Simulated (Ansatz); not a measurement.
Molecular dynamics of CH$_{4}$F$_{2}$OSi

input.yaml

```yaml
crystal:
  periodic: [false, false, false]
  atoms:
    - { symbol: Si, position_ang: [-0.077279, -0.045762, 0.179508] }
    - { symbol: H, position_ang: [0.664062, 0.145449, 1.442357] }
    - { symbol: F, position_ang: [0.959786, -0.095349, -1.1389] }
    - { symbol: O, position_ang: [-1.185475, 1.197645, 0.010181] }
    - { symbol: C, position_ang: [-2.127334, 1.469036, -1.050448] }
    - { symbol: H, position_ang: [-2.862456, 0.661921, -1.126153] }
    - { symbol: H, position_ang: [-2.630351, 2.399627, -0.789987] }
    - { symbol: H, position_ang: [-1.60812, 1.586604, -2.006812] }
    - { symbol: F, position_ang: [-0.843132, -1.538272, 0.143055] }
basis:
  gaussian: { orbitals: "6-31G" }
hamiltonian:
  xc: pbe0
md:
  timestep: 0.5
  n_steps: 166
  ensemble: nvt_nose_hoover
  temperature: 700.0
  initial_velocities: maxwell_boltzmann
  seed: 310045
```

Run as:

```bash
$ ansatz run input.yaml --threads 1 --pin off --max-ram 2048MiB --backend cpu --events-out ev --progress --plain --runs-dir out
```

It starts from a relaxed structure.

Output, in part (one step line in 2, the closing report, with atoms numbered from 0):

```
md step     0: t =     0.00 fs  T =   700.0 K  F+E_penalty+E_count = -16448.16494408 eV  E_kin = 0.633374 eV  conserved = -16447.53157009 eV  (23 SCF iters)
md step     2: t =     1.00 fs  T =   641.9 K  F+E_penalty+E_count = -16448.11174038 eV  E_kin = 0.580803 eV  conserved = -16447.53093844 eV  (27 SCF iters)
md step     4: t =     2.00 fs  T =   511.2 K  F+E_penalty+E_count = -16447.99203121 eV  E_kin = 0.462513 eV  conserved = -16447.52952957 eV  (27 SCF iters)
md step     6: t =     3.00 fs  T =   399.9 K  F+E_penalty+E_count = -16447.89039809 eV  E_kin = 0.361818 eV  conserved = -16447.52862027 eV  (27 SCF iters)
md step     8: t =     4.00 fs  T =   366.8 K  F+E_penalty+E_count = -16447.86088087 eV  E_kin = 0.331907 eV  conserved = -16447.52906754 eV  (27 SCF iters)
md step    10: t =     5.00 fs  T =   385.5 K  F+E_penalty+E_count = -16447.87879857 eV  E_kin = 0.348779 eV  conserved = -16447.53019945 eV  (27 SCF iters)
md step    12: t =     6.00 fs  T =   385.3 K  F+E_penalty+E_count = -16447.87897181 eV  E_kin = 0.348645 eV  conserved = -16447.53062639 eV  (27 SCF iters)
md step    14: t =     7.00 fs  T =   338.2 K  F+E_penalty+E_count = -16447.83542642 eV  E_kin = 0.305981 eV  conserved = -16447.52988676 eV  (27 SCF iters)
md step    16: t =     8.00 fs  T =   286.9 K  F+E_penalty+E_count = -16447.78804534 eV  E_kin = 0.259621 eV  conserved = -16447.52901694 eV  (27 SCF iters)
md step    18: t =     9.00 fs  T =   282.8 K  F+E_penalty+E_count = -16447.78428257 eV  E_kin = 0.255868 eV  conserved = -16447.52917289 eV  (27 SCF iters)
md step    20: t =    10.00 fs  T =   318.5 K  F+E_penalty+E_count = -16447.81697026 eV  E_kin = 0.288158 eV  conserved = -16447.52978041 eV  (27 SCF iters)
md step    22: t =    11.00 fs  T =   357.7 K  F+E_penalty+E_count = -16447.85226850 eV  E_kin = 0.323658 eV  conserved = -16447.52984921 eV  (28 SCF iters)
md step    24: t =    12.00 fs  T =   392.7 K  F+E_penalty+E_count = -16447.88335725 eV  E_kin = 0.355335 eV  conserved = -16447.52959447 eV  (27 SCF iters)
md step    26: t =    13.00 fs  T =   436.0 K  F+E_penalty+E_count = -16447.92226038 eV  E_kin = 0.394538 eV  conserved = -16447.52969549 eV  (27 SCF iters)
md step    28: t =    14.00 fs  T =   480.8 K  F+E_penalty+E_count = -16447.96283158 eV  E_kin = 0.435041 eV  conserved = -16447.53024096 eV  (27 SCF iters)
md step    30: t =    15.00 fs  T =   494.5 K  F+E_penalty+E_count = -16447.97511030 eV  E_kin = 0.447432 eV  conserved = -16447.53066734 eV  (26 SCF iters)
md step    32: t =    16.00 fs  T =   454.5 K  F+E_penalty+E_count = -16447.93803286 eV  E_kin = 0.411252 eV  conserved = -16447.53032059 eV  (27 SCF iters)
md step    34: t =    17.00 fs  T =   388.1 K  F+E_penalty+E_count = -16447.87636653 eV  E_kin = 0.351171 eV  conserved = -16447.52924774 eV  (27 SCF iters)
md step    36: t =    18.00 fs  T =   364.6 K  F+E_penalty+E_count = -16447.85398189 eV  E_kin = 0.329885 eV  conserved = -16447.52863205 eV  (24 SCF iters)
md step    38: t =    19.00 fs  T =   420.6 K  F+E_penalty+E_count = -16447.90493690 eV  E_kin = 0.380544 eV  conserved = -16447.52946707 eV  (27 SCF iters)
md step    40: t =    20.00 fs  T =   503.8 K  F+E_penalty+E_count = -16447.98080088 eV  E_kin = 0.455804 eV  conserved = -16447.53074897 eV  (26 SCF iters)
md step    42: t =    21.00 fs  T =   531.5 K  F+E_penalty+E_count = -16448.00527426 eV  E_kin = 0.480868 eV  conserved = -16447.53095181 eV  (27 SCF iters)
md step    44: t =    22.00 fs  T =   483.5 K  F+E_penalty+E_count = -16447.96024627 eV  E_kin = 0.437449 eV  conserved = -16447.53014266 eV  (27 SCF iters)
md step    46: t =    23.00 fs  T =   405.8 K  F+E_penalty+E_count = -16447.88843395 eV  E_kin = 0.367199 eV  conserved = -16447.52930240 eV  (27 SCF iters)
md step    48: t =    24.00 fs  T =   352.5 K  F+E_penalty+E_count = -16447.83920126 eV  E_kin = 0.318910 eV  conserved = -16447.52899964 eV  (28 SCF iters)
md step    50: t =    25.00 fs  T =   345.3 K  F+E_penalty+E_count = -16447.83227219 eV  E_kin = 0.312420 eV  conserved = -16447.52918254 eV  (27 SCF iters)
md step    52: t =    26.00 fs  T =   373.2 K  F+E_penalty+E_count = -16447.85731791 eV  E_kin = 0.337710 eV  conserved = -16447.52961650 eV  (27 SCF iters)
md step    54: t =    27.00 fs  T =   408.2 K  F+E_penalty+E_count = -16447.88859274 eV  E_kin = 0.369380 eV  conserved = -16447.52999593 eV  (24 SCF iters)
md step    56: t =    28.00 fs  T =   426.4 K  F+E_penalty+E_count = -16447.90429669 eV  E_kin = 0.385858 eV  conserved = -16447.53008583 eV  (27 SCF iters)
md step    58: t =    29.00 fs  T =   421.6 K  F+E_penalty+E_count = -16447.89899450 eV  E_kin = 0.381442 eV  conserved = -16447.53011053 eV  (27 SCF iters)
md step    60: t =    30.00 fs  T =   393.1 K  F+E_penalty+E_count = -16447.87243247 eV  E_kin = 0.355708 eV  conserved = -16447.53018845 eV  (28 SCF iters)
md step    62: t =    31.00 fs  T =   341.9 K  F+E_penalty+E_count = -16447.82486742 eV  E_kin = 0.309328 eV  conserved = -16447.52985260 eV  (28 SCF iters)
md step    64: t =    32.00 fs  T =   291.2 K  F+E_penalty+E_count = -16447.77774440 eV  E_kin = 0.263523 eV  conserved = -16447.52929188 eV  (27 SCF iters)
md step    66: t =    33.00 fs  T =   274.8 K  F+E_penalty+E_count = -16447.76217482 eV  E_kin = 0.248684 eV  conserved = -16447.52926607 eV  (27 SCF iters)
md step    68: t =    34.00 fs  T =   294.2 K  F+E_penalty+E_count = -16447.77939478 eV  E_kin = 0.266173 eV  conserved = -16447.52974219 eV  (28 SCF iters)
md step    70: t =    35.00 fs  T =   318.2 K  F+E_penalty+E_count = -16447.80067376 eV  E_kin = 0.287919 eV  conserved = -16447.53011832 eV  (28 SCF iters)
md step    72: t =    36.00 fs  T =   318.7 K  F+E_penalty+E_count = -16447.80023842 eV  E_kin = 0.288377 eV  conserved = -16447.53013823 eV  (24 SCF iters)
md step    74: t =    37.00 fs  T =   290.9 K  F+E_penalty+E_count = -16447.77383012 eV  E_kin = 0.263175 eV  conserved = -16447.52983862 eV  (27 SCF iters)
md step    76: t =    38.00 fs  T =   255.4 K  F+E_penalty+E_count = -16447.74026015 eV  E_kin = 0.231086 eV  conserved = -16447.52919528 eV  (28 SCF iters)
md step    78: t =    39.00 fs  T =   255.7 K  F+E_penalty+E_count = -16447.73916580 eV  E_kin = 0.231341 eV  conserved = -16447.52865245 eV  (28 SCF iters)
md step    80: t =    40.00 fs  T =   324.2 K  F+E_penalty+E_count = -16447.80066181 eV  E_kin = 0.293366 eV  conserved = -16447.52907420 eV  (27 SCF iters)
md step    82: t =    41.00 fs  T =   434.2 K  F+E_penalty+E_count = -16447.89987632 eV  E_kin = 0.392846 eV  conserved = -16447.53010980 eV  (28 SCF iters)
md step    84: t =    42.00 fs  T =   519.8 K  F+E_penalty+E_count = -16447.97627209 eV  E_kin = 0.470341 eV  conserved = -16447.53069904 eV  (26 SCF iters)
md step    86: t =    43.00 fs  T =   539.6 K  F+E_penalty+E_count = -16447.99223589 eV  E_kin = 0.488229 eV  conserved = -16447.53068433 eV  (28 SCF iters)
md step    88: t =    44.00 fs  T =   493.2 K  F+E_penalty+E_count = -16447.94797967 eV  E_kin = 0.446224 eV  conserved = -16447.53031966 eV  (28 SCF iters)
md step    90: t =    45.00 fs  T =   408.7 K  F+E_penalty+E_count = -16447.86917959 eV  E_kin = 0.369790 eV  conserved = -16447.52962409 eV  (24 SCF iters)
md step    92: t =    46.00 fs  T =   334.4 K  F+E_penalty+E_count = -16447.79995963 eV  E_kin = 0.302584 eV  conserved = -16447.52900802 eV  (28 SCF iters)
md step    94: t =    47.00 fs  T =   308.8 K  F+E_penalty+E_count = -16447.77573022 eV  E_kin = 0.279386 eV  conserved = -16447.52921466 eV  (28 SCF iters)
md step    96: t =    48.00 fs  T =   320.6 K  F+E_penalty+E_count = -16447.78581292 eV  E_kin = 0.290085 eV  conserved = -16447.52985530 eV  (28 SCF iters)
md step    98: t =    49.00 fs  T =   332.3 K  F+E_penalty+E_count = -16447.79514382 eV  E_kin = 0.300693 eV  conserved = -16447.52992628 eV  (28 SCF iters)
md step   100: t =    50.00 fs  T =   334.9 K  F+E_penalty+E_count = -16447.79584713 eV  E_kin = 0.303065 eV  conserved = -16447.52966887 eV  (28 SCF iters)
md step   102: t =    51.00 fs  T =   338.3 K  F+E_penalty+E_count = -16447.79749974 eV  E_kin = 0.306077 eV  conserved = -16447.52976983 eV  (28 SCF iters)
md step   104: t =    52.00 fs  T =   336.4 K  F+E_penalty+E_count = -16447.79437156 eV  E_kin = 0.304403 eV  conserved = -16447.52981970 eV  (28 SCF iters)
md step   106: t =    53.00 fs  T =   327.7 K  F+E_penalty+E_count = -16447.78458855 eV  E_kin = 0.296535 eV  conserved = -16447.52941856 eV  (27 SCF iters)
md step   108: t =    54.00 fs  T =   335.5 K  F+E_penalty+E_count = -16447.78979919 eV  E_kin = 0.303599 eV  conserved = -16447.52910527 eV  (24 SCF iters)
md step   110: t =    55.00 fs  T =   378.0 K  F+E_penalty+E_count = -16447.82680002 eV  E_kin = 0.342016 eV  conserved = -16447.52938476 eV  (27 SCF iters)
md step   112: t =    56.00 fs  T =   437.6 K  F+E_penalty+E_count = -16447.87939630 eV  E_kin = 0.395974 eV  conserved = -16447.53001510 eV  (27 SCF iters)
md step   114: t =    57.00 fs  T =   473.2 K  F+E_penalty+E_count = -16447.90992473 eV  E_kin = 0.428202 eV  conserved = -16447.53059130 eV  (27 SCF iters)
md step   116: t =    58.00 fs  T =   448.1 K  F+E_penalty+E_count = -16447.88497566 eV  E_kin = 0.405471 eV  conserved = -16447.53071972 eV  (28 SCF iters)
md step   118: t =    59.00 fs  T =   360.0 K  F+E_penalty+E_count = -16447.80232176 eV  E_kin = 0.325722 eV  conserved = -16447.52990076 eV  (27 SCF iters)
md step   120: t =    60.00 fs  T =   267.0 K  F+E_penalty+E_count = -16447.71526046 eV  E_kin = 0.241587 eV  conserved = -16447.52859987 eV  (28 SCF iters)
md step   122: t =    61.00 fs  T =   249.8 K  F+E_penalty+E_count = -16447.69825540 eV  E_kin = 0.225992 eV  conserved = -16447.52854185 eV  (28 SCF iters)
md step   124: t =    62.00 fs  T =   311.9 K  F+E_penalty+E_count = -16447.75430322 eV  E_kin = 0.282257 eV  conserved = -16447.52985229 eV  (28 SCF iters)
md step   126: t =    63.00 fs  T =   375.1 K  F+E_penalty+E_count = -16447.81021698 eV  E_kin = 0.339391 eV  conserved = -16447.53057262 eV  (24 SCF iters)
md step   128: t =    64.00 fs  T =   388.7 K  F+E_penalty+E_count = -16447.81982710 eV  E_kin = 0.351668 eV  conserved = -16447.53010571 eV  (28 SCF iters)
md step   130: t =    65.00 fs  T =   371.3 K  F+E_penalty+E_count = -16447.80139551 eV  E_kin = 0.335941 eV  conserved = -16447.52961349 eV  (28 SCF iters)
md step   132: t =    66.00 fs  T =   350.9 K  F+E_penalty+E_count = -16447.78072485 eV  E_kin = 0.317490 eV  conserved = -16447.52952712 eV  (28 SCF iters)
md step   134: t =    67.00 fs  T =   334.8 K  F+E_penalty+E_count = -16447.76399422 eV  E_kin = 0.302940 eV  conserved = -16447.52940796 eV  (27 SCF iters)
md step   136: t =    68.00 fs  T =   329.9 K  F+E_penalty+E_count = -16447.75734775 eV  E_kin = 0.298515 eV  conserved = -16447.52921721 eV  (28 SCF iters)
md step   138: t =    69.00 fs  T =   347.7 K  F+E_penalty+E_count = -16447.77127751 eV  E_kin = 0.314636 eV  conserved = -16447.52912929 eV  (28 SCF iters)
md step   140: t =    70.00 fs  T =   394.6 K  F+E_penalty+E_count = -16447.81142979 eV  E_kin = 0.357051 eV  conserved = -16447.52921022 eV  (28 SCF iters)
md step   142: t =    71.00 fs  T =   463.8 K  F+E_penalty+E_count = -16447.87178270 eV  E_kin = 0.419664 eV  conserved = -16447.52970916 eV  (28 SCF iters)
md step   144: t =    72.00 fs  T =   520.7 K  F+E_penalty+E_count = -16447.92092080 eV  E_kin = 0.471105 eV  conserved = -16447.53062893 eV  (24 SCF iters)
md step   146: t =    73.00 fs  T =   509.7 K  F+E_penalty+E_count = -16447.90782641 eV  E_kin = 0.461160 eV  conserved = -16447.53090349 eV  (28 SCF iters)
md step   148: t =    74.00 fs  T =   420.0 K  F+E_penalty+E_count = -16447.82234527 eV  E_kin = 0.379999 eV  conserved = -16447.52969010 eV  (27 SCF iters)
md step   150: t =    75.00 fs  T =   328.4 K  F+E_penalty+E_count = -16447.73567504 eV  E_kin = 0.297173 eV  conserved = -16447.52833762 eV  (28 SCF iters)
md step   152: t =    76.00 fs  T =   317.0 K  F+E_penalty+E_count = -16447.72356249 eV  E_kin = 0.286871 eV  conserved = -16447.52868957 eV  (28 SCF iters)
md step   154: t =    77.00 fs  T =   367.3 K  F+E_penalty+E_count = -16447.76789767 eV  E_kin = 0.332297 eV  conserved = -16447.52996069 eV  (31 SCF iters)
md step   156: t =    78.00 fs  T =   399.0 K  F+E_penalty+E_count = -16447.79442437 eV  E_kin = 0.361035 eV  conserved = -16447.53046247 eV  (30 SCF iters)
md step   158: t =    79.00 fs  T =   372.1 K  F+E_penalty+E_count = -16447.76683215 eV  E_kin = 0.336667 eV  conserved = -16447.53000371 eV  (29 SCF iters)
md step   160: t =    80.00 fs  T =   309.7 K  F+E_penalty+E_count = -16447.70704533 eV  E_kin = 0.280186 eV  conserved = -16447.52915567 eV  (31 SCF iters)
md step   162: t =    81.00 fs  T =   265.0 K  F+E_penalty+E_count = -16447.66395189 eV  E_kin = 0.239787 eV  conserved = -16447.52853889 eV  (31 SCF iters)
md step   164: t =    82.00 fs  T =   276.9 K  F+E_penalty+E_count = -16447.67293937 eV  E_kin = 0.250581 eV  conserved = -16447.52871247 eV  (31 SCF iters)
md step   166: t =    83.00 fs  T =   335.4 K  F+E_penalty+E_count = -16447.72421415 eV  E_kin = 0.303484 eV  conserved = -16447.52937454 eV  (27 SCF iters)
Total energy: -16447.72423895 eV, -604.4427171134 hartree
Atom 0 at    -0.061128    -0.038019     0.162111 Å, force     0.795223     2.087217    -0.007430 eV/Å
Atom 1 at     0.633552     0.357905     1.560448 Å, force    -0.896728    -0.746076    -1.534986 eV/Å
Atom 2 at     1.194128    -0.244737    -0.982857 Å, force    -0.723303     0.056373     0.690331 eV/Å
Atom 3 at    -1.055180     1.281947    -0.339048 Å, force    -0.182802    -1.137249     0.437319 eV/Å
Atom 4 at    -2.466129     1.443059    -0.772776 Å, force     1.843584    -0.341322    -0.956263 eV/Å
Atom 5 at    -2.986288     0.521952    -1.007429 Å, force     0.052927    -0.611363     0.416930 eV/Å
Atom 6 at    -2.954421     1.995255    -0.000135 Å, force    -0.498672     0.522526     0.327577 eV/Å
Atom 7 at    -2.379169     1.958629    -1.734781 Å, force    -0.255595     0.450473     0.340773 eV/Å
Atom 8 at    -0.930592    -1.457029     0.062370 Å, force    -0.134634    -0.280579     0.285749 eV/Å
Dipole moment:    -0.467393     0.236479     0.306778 e Å
```

The run went to its last step. The conserved energy stayed within 0.37 meV per atom of its start (net change 0.24 meV per atom), so the integration is sound. The mean temperature of the second half is 47 % below the set value. A run of 0.083 ps of so small a system gives no equilibrium averages. Limits of this set-up: no polarisation functions.

The same pairs are bonded in the first frame and the last. Pairs count as bonded within 1.25 times the sum of covalent radii (0.12 Å more for H–H).

Last frame:

```xyz
9
Properties=species:S:1:pos:R:3
Si -0.061 -0.038 0.162
H 0.634 0.358 1.560
F 1.194 -0.245 -0.983
O -1.055 1.282 -0.339
C -2.466 1.443 -0.773
H -2.986 0.522 -1.007
H -2.954 1.995 0.000
H -2.379 1.959 -1.735
F -0.931 -1.457 0.062
```

Run time: 5.3 min on 1 thread of Intel(R) Xeon(R) Platinum 8488C (Sapphire Rapids), on a shared host, peak memory 0.14 GiB.
